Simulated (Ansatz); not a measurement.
Coupled-cluster run, `N#CC[BH][GaH2]`.

```yaml
crystal:
  periodic: [false, false, false]
  atoms:
    - {symbol: N, position_ang: [0.692397, -0.033522, 2.493125]}
    - {symbol: C, position_ang: [0.590222, -0.600589, 1.496948]}
    - {symbol: C, position_ang: [0.424448, -1.228679, 0.201947]}
    - {symbol: B, position_ang: [-0.168285, -0.283331, -0.914124]}
    - {symbol: Ga, position_ang: [-0.665015, 1.706654, -0.557018]}
    - {symbol: H, position_ang: [-0.220474, -2.113032, 0.293363]}
    - {symbol: H, position_ang: [1.387770, -1.622385, -0.149768]}
    - {symbol: H, position_ang: [-0.306696, -0.809320, -1.983715]}
    - {symbol: H, position_ang: [-2.110118, 2.121232, -0.097755]}
    - {symbol: H, position_ang: [0.375761, 2.862973, -0.783001]}
basis:
  gaussian: {orbitals: def2-SVP}
correlation: {method: ccsd_t}
```

```sh
$ ansatz run in.yaml --threads 4 --pin off --events-out ev --progress --plain --max-ram 10444MiB
```

Output of Ansatz, abridged:

```
Functional definition: HF
1163 factors; integrals over basis functions are off by at most 1.1e-3 eV
mean field evaluation 1: about -56612.9817 eV, gradient 3.2e1 eV
mean field evaluation 2: about -56613.0940 eV, gradient 3.2e1 eV
mean field evaluation 4: about -56616.2954 eV, gradient 4.7e0 eV
mean field evaluation 8: about -56616.3895 eV, gradient 1.6e-1 eV
mean field evaluation 16: about -56616.2640 eV, gradient 1.4e0 eV
mean field -56616.38958387 eV, -2080.6139412399 hartree, gradient 7.5e-6 eV, S^2 0.000000; 0 other end points of the search recorded, 0 dependent functions left out
13 core orbitals not correlated: weight in the atoms' cores, before any rotation towards them, 1.000 or more for the frozen orbitals, at most 0.000 for the correlated occupied ones
reference -56616.38958387 eV, -2080.6139412399 hartree; 17, 17 occupied and 83, 83 virtual orbitals, 1163 factors
second order -19.23702550 eV of doubles, -0.00000000 eV of singles
cycle   1  -19.23679818 eV  change    2.3e-4 eV  update   1.2e-1
cycle   2  -19.96527791 eV  change   -7.3e-1 eV  update   3.8e-2
cycle   3  -20.10178667 eV  change   -1.4e-1 eV  update   1.8e-2
cycle   4  -20.10095453 eV  change    8.3e-4 eV  update   5.1e-3
cycle   5  -20.10391550 eV  change   -3.0e-3 eV  update   2.3e-3
cycle   6  -20.10412479 eV  change   -2.1e-4 eV  update   7.1e-4
cycle   7  -20.10391305 eV  change    2.1e-4 eV  update   3.1e-4
cycle   8  -20.10388582 eV  change    2.7e-5 eV  update   1.1e-4
cycle   9  -20.10385350 eV  change    3.2e-5 eV  update   4.1e-5
cycle  10  -20.10381815 eV  change    3.5e-5 eV  update   1.5e-5
perturbative correction -0.73789980 eV, -0.0271173175 hartree
Total energy: -56637.23130182 eV, -2081.3798602475 hartree
```

Run time 2.3 s (4 threads of an AMD EPYC 9R45 on a shared host); peak host memory 0.59 GiB.

The correlation energy is -20.842 eV, 3.5 % of it from (T); the T1 diagnostic reads 0.0130.
